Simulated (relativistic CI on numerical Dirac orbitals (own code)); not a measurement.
Radial parameters of Sn44+

Calculated at this level of theory: Dirac-Coulomb-Breit CI, KLI orbitals optimised for each configuration, QED by a radiative potential, unscaled Slater integrals (own radial code, finite nucleus).

Slater integrals F^k, G^k are unscaled and averaged over j, outside the closed core 1s2; ζ comes from projecting the Hamiltonian with its Breit term on Σ l·s of the shell.

- 2s²2p²: F^2(2p,2p) = 922760, ζ(2p) = 1.3595e+06 cm⁻¹; <r>(2p) = 0.1031, <r^2>(2p) = 0.01286 (bohr units).
- 2s2p³: F^2(2p,2p) = 921560, G^1(2s,2p) = 975710, ζ(2p) = 1.3534e+06 cm⁻¹; <r>(2s) = 0.1194, <r^2>(2s) = 0.01676, <r>(2p) = 0.1032, <r^2>(2p) = 0.0129 (bohr units).
- 2p⁴: F^2(2p,2p) = 919680, ζ(2p) = 1.3474e+06 cm⁻¹; <r>(2p) = 0.1034, <r^2>(2p) = 0.01295 (bohr units).

Averages of the first 10 configurations, taken without configuration mixing, which lowers the lowest level and can move excited configurations by several eV; other configurations of the list can lie among them:

```tsv
Configuration	Parity	States	Average energy above the lowest level (eV)
2s²2p²	even	15	333.0
2s2p³	odd	40	676.6
2p⁴	even	15	1060.1
2p³3s	odd	40	5087.8
2p³3p	even	120	5188.4
2p³3d	odd	200	5277.3
2s²2p3s	odd	12	4413.1
2s²2p3p	even	36	4520.1
2s²2p3d	odd	60	4609.1
2s2p²3s	even	60	4730.4
```
